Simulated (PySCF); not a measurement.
# Electron correlation in Li⁻ (lithium, charge -1)

[He] 2s2, closed-shell 1S. Computed with PySCF 2.14 in aug-cc-pCVQZ-DK (9s8p6d4f2g, 109 functions), with the spin-free X2C one-electron Hamiltonian (Gaussian nucleus). Frozen: 1s2; 2 electrons correlated.

With two correlated electrons CCSD is exact within the correlated space (frozen core and kept virtual orbitals).

```tsv
level	correlation energy (mhartree)
CCSD	-27.19
```

Diagnostics: T1 = 0.056, D1 = 0.0791, largest double amplitude 0.121.

**Question.** Is a single reference adequate?

**Answer.** Not fully. T1 exceeds 0.03, a sign that the reference determinant is poor.
